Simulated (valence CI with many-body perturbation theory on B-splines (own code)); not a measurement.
# E1 transitions of La LIII

Method: valence CI with perturbative core correlation (CI+MBPT): three valence electrons over a frozen Dirac-Fock core [He], a basis of 11 s, 11 p, 9 d, 7 f, 5 g, 2 h, 1 i functions for each j, with the one-electron correlation potential Σ1, the two-electron term Σ2, the three-electron term Σ3, Breit, model QED; selected CI, second order for the rest (own B-spline code, finite nucleus).

No measured spectrum was set against this ion. As an estimate, large intervals hold to a few tenths of a per cent, small ones and those within an open d or f shell to about a per cent.

Lines 151 to 200 of 283 in falling wavelength, among levels below 6927.6 eV, chosen from the strongest by gf and those to the six lowest levels. Wavelengths and rates use the calculated energies. Electric multipoles are in the length gauge, E1 and E2 with the static RPA response of the core. Weak lines are less certain than strong ones. Lines between different terms over intervals too small for the method are left out, as are lines whose strength nearly cancels. The highest levels of a list are the least certain.

Levels are named by their leading jj configuration (3d3/2^4 stands for four electrons in 3d with j = 3/2), which in mixed levels can hold well under half, so a name can repeat and another be missing. Letters in brackets count levels of one name in rising energy.

```tsv
λ vac (Å)	Upper	Lower	A (s⁻¹)	log gf	Branch %
2.198	(2p1/2 2p3/2 3d5/2) J=5/2 [b]	(2p1/2 2p3/2^2) J=3/2	5.06e+14	0.34	64.0
2.197	(2s 2p1/2 3d3/2) J=5/2	(2s 2p1/2 2p3/2) J=3/2 [a]	2.37e+13	-0.99	20.5
2.196	(2s 2p1/2 3d3/2) J=1/2	(2s 2p1/2 2p3/2) J=3/2 [a]	8.60e+12	-1.91	1.0
2.195	(2s 2p3/2 3d5/2) J=5/2 [b]	(2s 2p3/2^2) J=3/2	7.62e+14	0.52	98.1
2.194	(2s 2p3/2 3d5/2) J=3/2 [b]	(2s 2p3/2^2) J=3/2	1.74e+14	-0.30	32.2
2.194	(2s 2p3/2 3d5/2) J=3/2 [b]	(2s 2p3/2^2) J=1/2	3.58e+14	0.01	66.2
2.192	(2s 2p1/2 3d5/2) J=7/2	(2s 2p1/2 2p3/2) J=5/2	5.08e+14	0.47	100.0
2.192	(2s 2p3/2 3d5/2) J=5/2 [a]	(2s 2p3/2^2) J=5/2	3.92e+14	0.23	87.6
2.191	(2s 2p1/2 3d3/2) J=3/2 [b]	(2s 2p1/2 2p3/2) J=3/2 [a]	6.28e+13	-0.74	9.1
2.191	(2s 2p3/2 3d5/2) J=3/2 [a]	(2s 2p3/2^2) J=5/2	7.60e+13	-0.66	20.6
2.188	(2s 2p3/2 3d5/2) J=7/2 [a]	(2s 2p3/2^2) J=5/2	7.49e+14	0.63	96.8
2.188	(2s 2p1/2 3d5/2) J=5/2 [b]	(2s 2p1/2 2p3/2) J=5/2	5.38e+13	-0.64	10.6
2.188	(2s 2p1/2 3d5/2) J=3/2	(2s 2p1/2 2p3/2) J=5/2	2.38e+12	-2.17	0.5
2.187	(2s 2p1/2 3d5/2) J=5/2 [a]	(2s 2p1/2 2p3/2) J=3/2 [a]	4.66e+14	0.30	86.9
2.185	(2s^2 3d5/2) J=5/2	(2s^2 2p3/2) J=3/2	5.42e+14	0.37	100.0
2.184	(2p1/2^2 3p1/2) J=1/2	(2s 2p1/2 2p3/2) J=3/2 [a]	5.85e+12	-2.08	5.8
2.180	(2s 2p3/2 3d3/2) J=5/2 [b]	(2s 2p3/2^2) J=5/2	3.10e+13	-0.88	6.4
2.175	(2s 2p1/2 3d5/2) J=5/2 [b]	(2s 2p1/2 2p3/2) J=3/2 [a]	4.36e+13	-0.73	8.6
2.175	(2s 2p1/2 3d5/2) J=3/2	(2s 2p1/2 2p3/2) J=3/2 [a]	1.73e+13	-1.31	3.4
2.170	(2s 2p3/2 3d5/2) J=7/2 [b]	(2s 2p3/2^2) J=5/2	1.84e+14	0.02	95.1
2.167	(2p1/2^2 3p3/2) J=3/2	(2s 2p1/2 2p3/2) J=1/2	1.12e+13	-1.50	7.3
2.162	(2s 2p1/2 3p3/2) J=5/2	(2s^2 2p3/2) J=3/2	1.00e+13	-1.38	88.9
2.145	(2s 2p3/2 3s) J=3/2 [a]	(2s 2p1/2 2p3/2) J=1/2	2.07e+12	-2.24	2.1
2.140	(2s 2p1/2 3s) J=1/2 [a]	(2s 2p1/2^2) J=1/2	1.18e+13	-1.79	15.3
2.134	(2s 2p1/2 3s) J=3/2	(2s 2p1/2^2) J=1/2	2.14e+13	-1.23	25.5
2.133	(2s 2p3/2 3s) J=5/2	(2s 2p1/2 2p3/2) J=5/2	1.58e+13	-1.19	27.1
2.126	(2s 2p3/2 3s) J=3/2 [a]	(2s 2p1/2 2p3/2) J=5/2	1.15e+13	-1.51	11.8
2.125	(2s 2p3/2 3s) J=1/2	(2s 2p1/2 2p3/2) J=1/2	4.35e+12	-2.23	3.8
2.125	(2s 2p1/2 3s) J=1/2 [b]	(2s 2p1/2^2) J=1/2	3.04e+12	-2.38	5.0
2.124	(2s 2p3/2 3s) J=3/2 [b]	(2s 2p1/2 2p3/2) J=1/2	5.51e+12	-1.83	10.0
2.121	(2s 2p3/2 3s) J=5/2	(2s 2p1/2 2p3/2) J=3/2 [a]	9.03e+12	-1.44	15.5
2.119	(2s^2 3s) J=1/2	(2s^2 2p1/2) J=1/2	2.26e+13	-1.52	26.3
2.114	(2s 2p3/2 3s) J=3/2 [a]	(2s 2p1/2 2p3/2) J=3/2 [a]	3.69e+12	-2.00	3.8
2.112	(2s^2 3p3/2) J=3/2	(2s 2p1/2^2) J=1/2	5.86e+12	-1.80	59.4
2.105	(2s 2p3/2 3s) J=3/2 [b]	(2s 2p1/2 2p3/2) J=5/2	5.10e+11	-2.87	0.9
2.093	(2s 2p3/2 3s) J=3/2 [b]	(2s 2p1/2 2p3/2) J=3/2 [a]	5.04e+11	-2.88	0.9
2.069	(2p1/2 2p3/2 3d3/2) J=3/2 [a]	(2p1/2^2 2p3/2) J=3/2	8.48e+13	-0.66	52.2
2.068	(2p1/2 2p3/2 3d3/2) J=5/2 [a]	(2p1/2^2 2p3/2) J=3/2	3.24e+13	-0.90	53.6
2.068	(2p1/2 2p3/2 3p1/2) J=1/2	(2s 2p1/2 2p3/2) J=1/2	2.14e+13	-1.56	3.5
2.068	(2s 2p3/2 3d3/2) J=3/2 [a]	(2s 2p1/2 2p3/2) J=1/2	5.42e+13	-0.86	7.5
2.061	(2s 2p3/2 3d3/2) J=1/2 [a]	(2s 2p1/2 2p3/2) J=1/2	1.03e+13	-1.88	7.3
2.061	(2p1/2 2p3/2 3p1/2) J=3/2 [a]	(2s 2p1/2 2p3/2) J=1/2	4.16e+13	-0.97	31.0
2.059	(2p1/2 2p3/2 3d3/2) J=5/2 [b]	(2p1/2^2 2p3/2) J=3/2	5.72e+14	0.34	97.4
2.059	(2p1/2 2p3/2 3p1/2) J=5/2	(2s 2p1/2 2p3/2) J=3/2 [b]	1.62e+14	-0.21	85.4
2.059	(2s 2p1/2 3p1/2) J=1/2 [a]	(2s^2 2p1/2) J=1/2	6.08e+13	-1.11	98.2
2.059	(2s 2p1/2 3d3/2) J=3/2 [a]	(2s 2p1/2^2) J=1/2	5.52e+13	-0.85	40.0
2.058	(2p1/2 2p3/2 3d3/2) J=3/2 [b]	(2p1/2^2 2p3/2) J=3/2	5.01e+14	0.10	86.3
2.055	(2p1/2 2p3/2 3d3/2) J=1/2 [b]	(2p1/2^2 2p3/2) J=3/2	6.31e+14	-0.10	89.2
2.054	(2s 2p3/2 3p1/2) J=3/2 [a]	(2s^2 2p3/2) J=3/2	5.35e+13	-0.87	98.7
2.053	(2s 2p3/2 3p1/2) J=5/2	(2s^2 2p3/2) J=3/2	1.33e+14	-0.30	99.0
```
